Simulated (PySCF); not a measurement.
C5H6F2.
Structure used (PBE0-D3(BJ)/def2-SVP), in Å, numbered top down from 1:
```
atom  x, y, z in Å
F1     2.419   -0.646   -0.065
C2     1.485    0.254   -0.449
F3     2.049    1.483   -0.389
C4     0.293    0.188    0.467
C5    -0.913    0.996    0.046
C6    -1.690   -0.084   -0.124
C7    -0.616   -1.063    0.283
H8     1.218    0.049   -1.502
H9     0.652    0.354    1.497
H10   -1.063    2.072   -0.072
H11   -2.731   -0.222   -0.430
H12   -0.282   -1.778   -0.488
H13   -0.803   -1.624    1.212
```

Method used: PBE0-D3(BJ)/def2-SVP geometry optimisation, gas phase (PySCF 2.14.0).

Masses are those of the commonest isotopes; rigid-rotor values at the optimised geometry. The values belong to one conformer with, in the numbering `[F:1][CH:2]([F:3])[C@H:4]1[CH:5]=[CH:6][CH2:7]1`, F1–C2–C4–C5 -172°.

(1) Give the principal moments of inertia and the rotational constants in cm⁻¹.

(2) What kind of rotor is it?

(3) What does the inertial defect say?

(4) Give the other two planar moments, Paa and Pbb, and the rms extents of the mass along the axes.

(5) Where do the levels up to J = 2 lie, in K?

(6) Which lines would a microwave search look for?

(7) Estimate the classical rotational partition function at 200 K, 298.15 K and 500 K.

Results:

(1) Ia = 93.79, Ib = 255.13, Ic = 325.92 u·Å²; 505379 MHz·u·Å²/I gives 5388, 1981 and 1551 MHz, that is A = 0.17973, B = 0.06608, C = 0.05172 cm⁻¹.

(2) An asymmetric top; Ray's κ = -0.776.

(3) Not planar: Δ = Ic − Ia − Ib = -23.00 u·Å². For a rigid frame Δ = −2 Σ m c², so Σ m c² = 11.50 u·Å² lies off the ab plane: 6.31 from hydrogen and 5.19 from heavier atoms. The atom farthest from that plane is 1.56 Å away.

(4) Paa = Σ m a² = (Ib + Ic − Ia)/2 = 243.62 and Pbb = Σ m b² = (Ia + Ic − Ib)/2 = 82.29 u·Å². With the mass M = 104.04 u, the rms extents √(P/M) along a, b and c are 1.53, 0.89, 0.33 Å.

(5) Above 0(0,0), as E/k:
J = 1: 1(0,1) 0.169, 1(1,1) 0.333, 1(1,0) 0.354
J = 2: 2(0,2) 0.507, 2(1,2) 0.651, 2(1,1) 0.713, 2(2,1) 1.204, 2(2,0) 1.206
The levels of one J sum to (2J + 1)J(J + 1)(A + B + C)/3.

(6) The dipole components are |μa| = 2.12 D, |μb| = 0.19 D, |μc| = 0.45 D. The squared components, which scale the intensities, stand as 1.00 : 0.01 : 0.05 (a : b : c). Some lines, for components of 0.1 D or more:

```
type  branch         J(Ka,Kc)    MHz  lower level (cm⁻¹)
   a       Q  5(2,3) ← 5(2,4)   1241               2.246
   c       Q  3(1,3) ← 3(0,3)   2498               0.700
   a       Q  3(1,2) ← 3(1,3)   2580               0.784
   a       Q  4(1,3) ← 4(1,4)   4288               1.224
   b       Q  2(1,1) ← 2(0,2)   4306               0.352
   a       Q  5(1,4) ← 5(1,5)   6395               1.772
   b       R  1(1,1) ← 0(0,0)   6939               0.000
   c       Q  5(2,4) ← 5(1,4)   7824               1.985
   c       Q  4(2,3) ← 4(1,3)   8794               1.367
   b       Q  2(2,1) ← 2(1,2)  11513               0.453
   a       R  4(3,1) ← 3(3,0)  14209               1.795
   b       R  4(1,4) ← 3(0,3)  15693               0.700
   c       Q  5(3,3) ← 5(2,3)  17189               2.288
   a       R  5(3,3) ← 4(3,2)  17768               2.269
   b       Q  3(3,1) ← 3(2,2)  18135               1.190
   a       R  5(2,3) ← 4(2,2)  18260               1.679
   c       Q  5(4,2) ← 5(3,2)  25209               2.863
   b       Q  4(4,1) ← 4(3,2)  25293               2.269
   b       R  4(2,2) ← 3(1,3)  26832               0.784
   c       Q  5(5,1) ← 5(4,1)  32522               3.704
   b       R  5(3,3) ← 4(2,2)  35449               1.679
   c       R  5(3,2) ← 4(2,2)  35508               1.679
   b       R  5(4,2) ← 4(3,1)  43021               2.269
   c       R  5(4,2) ← 4(3,2)  43036               2.269
   b       R  5(5,1) ← 4(4,0)  50265               3.112
```

(7) Point group C1, symmetry number σ = 1; q = (√π/σ)·√((kT/h)³/(ABC)), k/h = 20836.6 MHz/K: 117000 at 200 K, 213000 at 298.15 K, 463000 at 500 K.

PBE0-D3(BJ)/def2-SVP frequencies: not computed here. No vibrational averaging or centrifugal distortion is included, and the geometry carries the error of its method.
